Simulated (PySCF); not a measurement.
## How the method moves the HOMO and LUMO of `[SiH3]C[Si@@H]([SiH3])P`

CH₁₁PSi₃.
Geometry (PBE0-D3(BJ)/def2-SVP, Å), atoms numbered from 1 in this order:
```
atom  x, y, z in Å
Si1   -2.0597   -1.0538   -0.0080
C2    -1.0188   -0.3841    1.4097
Si3    0.5968    0.4658    0.9204
Si4    1.9408   -0.9473   -0.3875
P5     0.3287    2.3786   -0.2718
H6    -2.5452    0.0580   -0.8810
H7    -1.2405   -1.9838   -0.8462
H8    -3.2457   -1.8008    0.5116
H9    -1.6274    0.3247    1.9978
H10   -0.7677   -1.2247    2.0809
H11    1.3510    0.8511    2.1562
H12    1.4119   -1.0212   -1.7850
H13    3.3418   -0.4279   -0.4359
H14    1.9566   -2.3307    0.1851
H15   -0.7211    2.8806    0.5592
H16   -0.5710    1.7809   -1.2071
```

Basis pcSseg-1 throughout (PySCF), one geometry. One conformer (not necessarily the lowest) at the PBE0-D3(BJ)/def2-SVP geometry, without solvent, vibrations or thermal averaging.

Problem. How do the orbital energies, the gap and the dipole change with the method?

Solution. 
| method | kind | HOMO (eV) | LUMO (eV) | gap (eV) | μ (D) | SCF cycles |
| --- | --- | --- | --- | --- | --- | --- |
| BLYP | GGA | -6.24 | -0.65 | 5.59 | 1.52 | 13 |
| B97-D | GGA | -6.37 | -0.69 | 5.68 | 1.58 | 13 |
| OPBE | GGA | -6.42 | -0.69 | 5.73 | 1.66 | 13 |
| PBE | GGA | -6.42 | -0.83 | 5.59 | 1.61 | 13 |
| KT3 | GGA | -6.48 | -0.81 | 5.67 | 1.51 | 14 |
| KT2 | GGA | -6.49 | -0.96 | 5.53 | 1.54 | 14 |
| LDA | LDA | -6.51 | -1.03 | 5.48 | 1.67 | 13 |
| BP86 | GGA | -6.53 | -0.92 | 5.61 | 1.62 | 13 |
| B3LYP | global hybrid | -7.29 | -0.17 | 7.12 | 1.57 | 12 |
| B97-2 | global hybrid | -7.30 | -0.02 | 7.28 | 1.64 | 11 |
| PBE0 | global hybrid | -7.53 | -0.03 | 7.50 | 1.66 | 12 |
| mPW1PW91 | global hybrid | -7.56 | -0.02 | 7.54 | 1.65 | 12 |
| BHandHLYP | global hybrid | -8.48 | 0.91 | 9.39 | 1.61 | 11 |
| CAM-B3LYP | range-separated hybrid | -8.76 | 1.06 | 9.82 | 1.61 | 11 |
| wB97X-D | range-separated hybrid | -9.35 | 1.68 | 11.03 | 1.70 | 12 |
| HF | Hartree–Fock | -10.01 | 3.10 | 13.11 | 1.70 | 10 |
| LC-wPBE | range-separated hybrid | -10.13 | 2.08 | 12.21 | 1.74 | 12 |

The HOMO spans 3.89 eV, from BLYP down to LC-wPBE, and the gap runs from 5.48 eV (LDA) to 13.11 eV (HF). Over the methods BLYP (0 %), B97-D (0 %), OPBE (0 %), PBE (0 %), KT3 (0 %), KT2 (0 %), LDA (0 %), BP86 (0 %), B3LYP (20 %), B97-2 (21 %), PBE0 (25 %), mPW1PW91 (25 %), BHandHLYP (50 %), HF (100 %), a straight line through the gap against the share of exact exchange rises by 0.75 eV for each 10 % (correlation coefficient 1.000). The dipole ranges from 1.51 D (KT3) to 1.74 D (LC-wPBE). This basis has no diffuse functions.
